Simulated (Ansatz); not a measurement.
Ideal-gas functions of CH2OSe, SMILES `O=C[SeH]` at 400 K and 1 bar, from an Ansatz frequency run at PBE0-D4/def2-TZVP.

Molar mass 108.99 g/mol, point group Cs (symmetry number 1), electronic degeneracy 1, moments of inertia 8.719, 124.317, 133.036 u Å². Harmonic wavenumbers (cm⁻¹, unscaled): 330, 339, 622, 833, 903, 1344, 1820, 2446, 2965.

Use S(trans) = R[1.5 ln M + 2.5 ln T − 1.1517]; rotational temperatures θ = 24.2544 K / I; S(rot) = R[ln(√π/σ · √(T³/θAθBθC)) + 1.5]; for each mode x = 1.438777 ν̃/T, S = R[x/(eˣ − 1) − ln(1 − e⁻ˣ)] and H = RT x/(eˣ − 1); 1 cm⁻¹ = 0.0119627 kJ/mol; R = 8.31446 J/(mol·K).

**Question.** By hand: the entropy, in J/(mol·K).

**Answer.** Translation 173.5. Rotation: θ = 2.7818, 0.1951, 0.1823 K, giving 101.6. Vibration, mode by mode: 7.36, 7.16, 3.16, 1.74, 1.42, 0.39, 0.09, 0.01, 0.00, in all 21.3. Electronic 0.0. Sum 296.4 J/(mol·K).

**Question.** By hand: H − E and G − E in kJ/mol, counted from the electronic energy.

**Answer.** Zero-point energy ½ × 11602 × 0.0119627 = 69.4; thermal vibration 5.4; translation, rotation and pV give 4 RT = 13.3. H − E = 88.1 kJ/mol, and G − E = 88.1 − 400 × 296.4/1000 = -30.5 kJ/mol.

Vibration gives 7 % of the entropy. The sum counts one conformer and one mirror image; others add a mixing term.
